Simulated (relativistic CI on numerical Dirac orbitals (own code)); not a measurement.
Calculated levels, In3+

Calculated at this level of theory: Dirac-Coulomb-Breit CI, KLI orbitals optimised for each configuration, a model potential for QED, valence Slater integrals scaled by 0.85, P86 correlation energy added to each configuration (own radial code, finite nucleus).

Configurations in the expansion (outside the closed core [Kr]): 4d¹⁰, 4d⁹5s, 4d⁹4f, 4d⁹5p, 4d⁹5d, 4d⁹6s, 4d⁹6p, 4d⁹6d, 4d⁹5f, 4d⁹5g, 4d⁹6f, 4d⁹6g. Double excitations out of closed p, d and f shells are left out; levels of such configurations are missing from the list, as are those of other unlisted configurations, and high levels can miss mixing partners.

| No. | Configuration | Term | J | E (cm⁻¹) | % | jj configuration (%) |
| --- | --- | --- | --- | --- | --- | --- |
| 1 | 4d¹⁰ | ¹S | 0 | 0 | 100 | closed (100) |
| 2 | 4d⁹5s | ³D | 3 | 133532 | 100 | 4d5/2^5 5s (100) |
| 3 | 4d⁹5s | ³D | 2 | 135793 | 76 | 4d5/2^5 5s (87) |
| 4 | 4d⁹5s | ³D | 1 | 140431 | 100 | 4d3/2^3 4d5/2^6 5s (100) |
| 5 | 4d⁹5s | ¹D | 2 | 143614 | 76 | 4d3/2^3 4d5/2^6 5s (87) |
| 6 | 4d⁹5p | ³P° | 2 | 197259 | 90 | 4d5/2^5 5p1/2 (77) |
| 7 | 4d⁹5p | ³F° | 3 | 200182 | 60 | 4d5/2^5 5p1/2 (95) |
| 8 | 4d⁹5p | ³P° | 1 | 203461 | 90 | 4d5/2^5 5p3/2 (54) |
| 9 | 4d⁹5p | ³F° | 4 | 203897 | 100 | 4d5/2^5 5p3/2 (100) |
| 10 | 4d⁹5p | ³F° | 2 | 205215 | 85 | 4d3/2^3 4d5/2^6 5p1/2 (69) |
| 11 | 4d⁹5p | ³P° | 0 | 207563 | 100 | 4d3/2^3 4d5/2^6 5p3/2 (100) |
| 12 | 4d⁹5p | ¹D° | 2 | 208785 | 66 | 4d5/2^5 5p3/2 (57) |
| 13 | 4d⁹5p | ³D° | 3 | 209009 | 69 | 4d5/2^5 5p3/2 (94) |
| 14 | 4d⁹5p | ¹P° | 1 | 212077 | 84 | 4d3/2^3 4d5/2^6 5p1/2 (68) |
| 15 | 4d⁹5p | ³F° | 3 | 212661 | 39 | 4d3/2^3 4d5/2^6 5p3/2 (94) |
| 16 | 4d⁹5p | ³D° | 1 | 214526 | 78 | 4d3/2^3 4d5/2^6 5p3/2 (76) |
| 17 | 4d⁹5p | ³D° | 2 | 215737 | 60 | 4d3/2^3 4d5/2^6 5p3/2 (93) |
| 18 | 4d⁹5d | ³S | 1 | 285334 | 80 | 4d5/2^5 5d3/2 (59) |
| 19 | 4d⁹5d | ³G | 4 | 288354 | 55 | 4d5/2^5 5d3/2 (96) |
| 20 | 4d⁹5d | ³G | 5 | 288510 | 100 | 4d5/2^5 5d5/2 (100) |
| 21 | 4d⁹5d | ³P | 2 | 288749 | 67 | 4d5/2^5 5d3/2 (70) |
| 22 | 4d⁹5d | ¹P | 1 | 288794 | 53 | 4d5/2^5 5d5/2 (62) |
| 23 | 4d⁹5d | ³D | 3 | 289912 | 74 | 4d5/2^5 5d3/2 (58) |
| 24 | 4d⁹5d | ¹F | 3 | 290663 | 48 | 4d5/2^5 5d5/2 (57) |
| 25 | 4d⁹5d | ¹D | 2 | 290876 | 47 | 4d5/2^5 5d5/2 (68) |
| 26 | 4d⁹5d | ³F | 4 | 291135 | 78 | 4d5/2^5 5d5/2 (94) |
| 27 | 4d⁹5d | ³P | 0 | 292076 | 98 | 4d5/2^5 5d5/2 (55) |
| 28 | 4d⁹5d | ³P | 1 | 294348 | 46 | 4d3/2^3 4d5/2^6 5d5/2 (62) |
| 29 | 4d⁹5d | ³G | 3 | 295316 | 75 | 4d3/2^3 4d5/2^6 5d3/2 (91) |
| 30 | 4d⁹5d | ³D | 1 | 296035 | 75 | 4d3/2^3 4d5/2^6 5d3/2 (66) |
| 31 | 4d⁹5d | ³G | 4 | 296242 | 40 | 4d3/2^3 4d5/2^6 5d5/2 (98) |
| 32 | 4d⁹5d | ³D | 2 | 297028 | 40 | 4d3/2^3 4d5/2^6 5d5/2 (85) |
| 33 | 4d⁹6s | ³D | 3 | 297262 | 100 | 4d5/2^5 6s (100) |
| 34 | 4d⁹5d | ³F | 2 | 297775 | 65 | 4d3/2^3 4d5/2^6 5d3/2 (65) |
| 35 | 4d⁹6s | ¹D | 2 | 298038 | 36 | 4d5/2^5 6s (72) |
| 36 | 4d⁹5d | ³F | 3 | 298118 | 51 | 4d3/2^3 4d5/2^6 5d5/2 (94) |
| 37 | 4d⁹6s | ³D | 1 | 304202 | 100 | 4d3/2^3 4d5/2^6 6s (100) |
| 38 | 4d⁹6s | ³D | 2 | 304716 | 51 | 4d3/2^3 4d5/2^6 6s (99) |
| 39 | 4d⁹5d | ¹S | 0 | 311220 | 88 | 4d3/2^3 4d5/2^6 5d3/2 (51) |
| 40 | 4d⁹6p | ³P° | 2 | 319615 | 86 | 4d5/2^5 6p1/2 (80) |
| 41 | 4d⁹6p | ³F° | 3 | 320457 | 53 | 4d5/2^5 6p1/2 (96) |
| 42 | 4d⁹6p | ³F° | 4 | 321772 | 100 | 4d5/2^5 6p3/2 (100) |
| 43 | 4d⁹6p | ³P° | 1 | 322443 | 53 | 4d5/2^5 6p3/2 (94) |
| 44 | 4d⁹6p | ¹D° | 2 | 323007 | 51 | 4d5/2^5 6p3/2 (79) |
| 45 | 4d⁹6p | ³D° | 3 | 323544 | 81 | 4d5/2^5 6p3/2 (97) |

Energies count from the lowest computed level; ° marks odd parity. Filled j subshells are mostly left out of the jj labels.

The mean weight of the leading LS term, summed over parents, in these 45 levels is 73 %, and that of the leading jj configuration (from the same eigenvectors) 82 %.

Correlation outside the listed configurations is missing or only estimated: errors of thousands of cm⁻¹ between configurations and terms are usual at this charge. Rates and lifetimes follow the computed energies and can be off by large factors. The fine structure of a lone outer electron comes out too small, for d and f at times inverted, and misplaced configurations move strength between like terms. 42 of the 69 excited levels that our extract of the measured tables holds in this range could be paired (the sources list more); they are missed by 2483 cm⁻¹ on average and 4952 at most, and levels without a partner can miss by more.

LS names give the leading component of a level, which can be under half, so a name can repeat, a term be missing and a line seem to break the LS rules.
